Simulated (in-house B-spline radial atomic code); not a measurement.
A fraction x of an electron is removed from 3d in the vanadium ion V²⁺, starting from [Ar] 3d3 and keeping the highest spin. Computed with a radial B-spline atomic code at the basis-set limit: non-relativistic LC-wPBE, spin-polarised, spherical fractional occupations, point nucleus.

Caution: exact exchange at fractional occupations of open shells leaves self-interaction of up to several eV.

```
   x  E(x) - E(0) (eV)  3d up level (eV)
   0            0.0000           -23.562
0.04            0.9524           -24.059
0.21            5.2248           -26.219
0.25            6.2840           -26.737
0.43           11.3099           -29.120
 0.5           13.3815           -30.067
0.52           13.9856           -30.340
 0.7           19.6708           -32.838
0.82           23.7134           -34.544
0.95           28.3263           -36.428
   1           30.1661           -37.163
```

The exact functional would give a straight line between the two integer points. Deviations E(x) - E(0) - x[E(1) - E(0)], in eV: -0.254 at x = 0.04, -1.11 at x = 0.21, -1.258 at x = 0.25, -1.662 at x = 0.43, -1.702 at x = 0.5, -1.701 at x = 0.52, -1.445 at x = 0.7, -1.023 at x = 0.82, -0.331 at x = 0.95.

The curve lies below the straight line by up to 1.702 eV (at x = 0.5): convex, the delocalisation error, to which spherically averaged exact exchange adds.

How well does Slater's transition state (minus the level at half occupation) give the ionisation energy?

It gives 30.067 eV against 30.166 eV from the two total energies; NIST lists 29.31 eV, ground level to ground level. The end point has an open shell averaged over its orbitals, so its exact exchange keeps a self-interaction and this is no true integer point.
